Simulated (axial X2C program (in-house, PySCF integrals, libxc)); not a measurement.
**Low determinants of S⁺**

Calculated with an in-house all-electron X2C program for linear molecules (integrals from PySCF), basis dyall-v3z (cores contracted in-house), spin-free (one-electron X2C) and two-component (2c, atomic mean-field Coulomb and Gaunt terms). Energies in eV from the lowest row of each column (rows without correlated energies are left out; n/a marks j-coupled starts, which PBE0 does not hold); electrons by l are Mulliken totals of the Hartree–Fock solution, and PBE0 can relax to another configuration under the same block occupation. Coupled cluster uses truncated natural virtuals with an MP2 remainder. Frozen shells in the correlated columns: 2 s, 1 p.

The low spin-free determinants:

| electrons by l | M_S, M_L | HF | MP2 | PBE0 |
| --- | --- | --- | --- | --- |
| s6 p9 | 3/2, 0 | 0.00 | 0.00 | 0.00 |
| s6 p9 | 1/2, 0 | 1.00 | 1.38 | 0.88 |

And the two-component ones:

```json
{"electrons by l": "s6 p9", "2M_J": "3", "HF": "0.00", "MP2": "0.00", "PBE0": "0.00"}
{"electrons by l": "s6 p9", "2M_J": "1", "HF": "1.00", "MP2": "1.38", "PBE0": "0.88"}
```

Ground level as tabulated from the NIST Atomic Spectra Database (leading term): 2S+1 = 4, L = 0, J = 3/2.

Spin-free rows of one term, and 2c rows of one J level, should be degenerate; broken spherical symmetry, the missing current term of PBE0 and determinants that mix terms or J levels spread them. The search is wide but not exhaustive and can miss a configuration; gaps between s and d configurations can be off by some tenths of an eV with this basis and core.

The run took 4.5 s on 1 thread of Arm Neoverse V1 (shared host).
